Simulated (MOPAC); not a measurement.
MOPAC input (PM7):

```
PM7 1SCF CHARGE=-1 GEO-OK AUX(PRECISION=9) THREADS=1
CH6NSi

C    -1.62271300 1   -0.10075300 1    0.45076600 1
N    -0.36003300 1   -0.65295100 1    0.09427100 1
Si    0.97913200 1    0.23338000 1   -0.27041700 1
H    -2.37081400 1   -0.89236600 1    0.65179400 1
H    -1.62735400 1    0.53006300 1    1.37269500 1
H    -2.10001600 1    0.54552200 1   -0.32538800 1
H     2.14528100 1   -0.65719600 1   -0.60312300 1
H     1.56385900 1    1.18067400 1    0.78744600 1
H     0.93770300 1    1.20115300 1   -1.46207500 1
```

Output:

```
 *******************************************************************************
 **                                                                           **
 **                              MOPAC v23.2.5                                **
 **                                                                           **
 *******************************************************************************
 ** MOPAC's Digital Object Identifier: https://doi.org/10.5281/zenodo.6511958 **
 **                                                                           **
 ** Please cite the open-source release paper for use of this MOPAC version:  **
 ** J. E. Moussa and J. J. P. Stewart (2026)                                  **
 ** MOPAC: An open-source semiempirical molecular orbital program             **
 ** J. Open Source Softw., 11(119), 8025, https://doi.org/10.21105/joss.08025 **
 *******************************************************************************

                              PM7 CALCULATION RESULTS

 *******************************************************************************
 *  PM7        - The PM7 Hamiltonian to be used
 *  GEO-OK     - OVERRIDE INTERATOMIC DISTANCE AND OTHER SAFETY CHECKS
 *
 *
 *
 *                 CHARGE ON SYSTEM = -1
 *
 *
 *
 *  1SCF       - DO 1 SCF AND THEN STOP
 *  AUX        - OUTPUT AUXILIARY INFORMATION
 *******************************************************************************
PM7 1SCF CHARGE=-1 GEO-OK AUX(PRECISION=9) THREADS=1
 CH6NSi

   ATOM   CHEMICAL          X               Y               Z
  NUMBER   SYMBOL      (ANGSTROMS)     (ANGSTROMS)     (ANGSTROMS)

     1       C         -1.62271300  *  -0.10075300  *   0.45076600  *
     2       N         -0.36003300  *  -0.65295100  *   0.09427100  *
     3      Si          0.97913200  *   0.23338000  *  -0.27041700  *
     4       H         -2.37081400  *  -0.89236600  *   0.65179400  *
     5       H         -1.62735400  *   0.53006300  *   1.37269500  *
     6       H         -2.10001600  *   0.54552200  *  -0.32538800  *
     7       H          2.14528100  *  -0.65719600  *  -0.60312300  *
     8       H          1.56385900  *   1.18067400  *   0.78744600  *
     9       H          0.93770300  *   1.20115300  *  -1.46207500  *

          CARTESIAN COORDINATES

    NO.       ATOM           X           Y           Z

     1         C         -1.6227     -0.1008      0.4508
     2         N         -0.3600     -0.6530      0.0943
     3        Si          0.9791      0.2334     -0.2704
     4         H         -2.3708     -0.8924      0.6518
     5         H         -1.6274      0.5301      1.3727
     6         H         -2.1000      0.5455     -0.3254
     7         H          2.1453     -0.6572     -0.6031
     8         H          1.5639      1.1807      0.7874
     9         H          0.9377      1.2012     -1.4621

 General Reference for PM7:
 "Optimization of Parameters for Semiempirical Methods VI: More Modifications to the
 NDDO Approximations and Re-optimization of Parameters", J. J. P. Stewart, J. Mol. Mod., 1:32, 19 (2013)
 https://link.springer.com/article/10.1007/s00894-012-1667-x

           Empirical Formula: C H6 N Si  =     9 atoms

      MOLECULAR POINT GROUP   :   Cs

      RHF CALCULATION, NO. OF DOUBLY OCCUPIED LEVELS = 10

 -------------------------------------------------------------------------------
 PM7 1SCF CHARGE=-1 GEO-OK AUX(PRECISION=9) THREADS=1
 CH6NSi

     1SCF WAS SPECIFIED, SO BFGS WAS NOT USED
     SCF FIELD WAS ACHIEVED

                              PM7 CALCULATION
                                                       MOPAC v23.2.5 Linux

          FINAL HEAT OF FORMATION =          3.40202 KCAL/MOL =      14.23403 KJ/MOL

          COSMO AREA              =        108.15 SQUARE ANGSTROMS
          COSMO VOLUME            =         95.10 CUBIC ANGSTROMS

          IONIZATION POTENTIAL    =          2.102357 EV
          HOMO LUMO ENERGIES (EV) =         -2.102  8.002
          NO. OF FILLED LEVELS    =         10
          MOLECULAR WEIGHT        =         60.1506         POINT GROUP:  Cs

          MOLECULAR DIMENSIONS (Angstroms)

            Atom       Atom       Distance
            H     7    H     4     4.69311
            H     9    H     8     2.33513
            H     4    H     8     1.89261

          SCF CALCULATIONS        =          1

   ATOM   CHEMICAL          X               Y               Z
  NUMBER   SYMBOL      (ANGSTROMS)     (ANGSTROMS)     (ANGSTROMS)

     1       C         -1.62271300  *  -0.10075300  *   0.45076600  *
     2       N         -0.36003300  *  -0.65295100  *   0.09427100  *
     3      Si          0.97913200  *   0.23338000  *  -0.27041700  *
     4       H         -2.37081400  *  -0.89236600  *   0.65179400  *
     5       H         -1.62735400  *   0.53006300  *   1.37269500  *
     6       H         -2.10001600  *   0.54552200  *  -0.32538800  *
     7       H          2.14528100  *  -0.65719600  *  -0.60312300  *
     8       H          1.56385900  *   1.18067400  *   0.78744600  *
     9       H          0.93770300  *   1.20115300  *  -1.46207500  *

                             CARTESIAN COORDINATES

   1    C       -1.622713000    -0.100753000     0.450766000
   2    N       -0.360033000    -0.652951000     0.094271000
   3   Si        0.979132000     0.233380000    -0.270417000
   4    H       -2.370814000    -0.892366000     0.651794000
   5    H       -1.627354000     0.530063000     1.372695000
   6    H       -2.100016000     0.545522000    -0.325388000
   7    H        2.145281000    -0.657196000    -0.603123000
   8    H        1.563859000     1.180674000     0.787446000
   9    H        0.937703000     1.201153000    -1.462075000

           Empirical Formula: C H6 N Si  =     9 atoms

      MOLECULAR POINT GROUP   :   Cs

                  EIGENVALUES
 -27.23307 -17.66589 -11.50934  -9.04292  -8.99473  -8.21714  -6.56737  -6.39197
  -2.89423  -2.10236   8.00236   8.05242   8.34551  10.76144  10.81056  11.07786
  11.90764  14.32412  27.88116  28.14039  29.22928  29.44988  30.23755

              NET ATOMIC CHARGES AND DIPOLE CONTRIBUTIONS

  ATOM NO.   TYPE          CHARGE      No. of ELECS.   s-Pop       p-Pop       d-Pop
    1          C          -0.108686        4.1087     1.02951     3.07918
    2          N          -0.911284        5.9113     1.73993     4.17135
    3         Si           0.007181        3.9928     0.83700     2.93744     0.21838
    4          H           0.075008        0.9250     0.92499
    5          H           0.046277        0.9537     0.95372
    6          H           0.046277        0.9537     0.95372
    7          H          -0.027283        1.0273     1.02728
    8          H          -0.063745        1.0637     1.06375
    9          H          -0.063745        1.0637     1.06375
 DIPOLE           X         Y         Z       TOTAL
 POINT-CHG.    -0.153     2.043     0.061     2.050
 HYBRID        -0.753     0.140     0.211     0.794
 SUM           -0.906     2.183     0.272     2.379

          ATOMIC ORBITAL ELECTRON POPULATIONS

     Atom    s        px        py        pz      x^2-y^2     xz        z^2       yz        xy
    1  C   1.02951   0.96661   1.05542   1.05715
    2  N   1.73993   1.10449   1.37095   1.69592
    3 Si   0.83700   0.96820   0.93973   1.02951   0.03534   0.03901   0.02129   0.06245   0.06029
    4  H   0.92499
    5  H   0.95372
    6  H   0.95372
    7  H   1.02728
    8  H   1.06375
    9  H   1.06375

 **********************
 *                    *
 * JOB ENDED NORMALLY *
 *                    *
 **********************

 == MOPAC DONE ==
```

The dipole moment of an ion depends on the origin.

The geometry given is a B3LYP-D3(BJ)/def2-TZVP minimum.
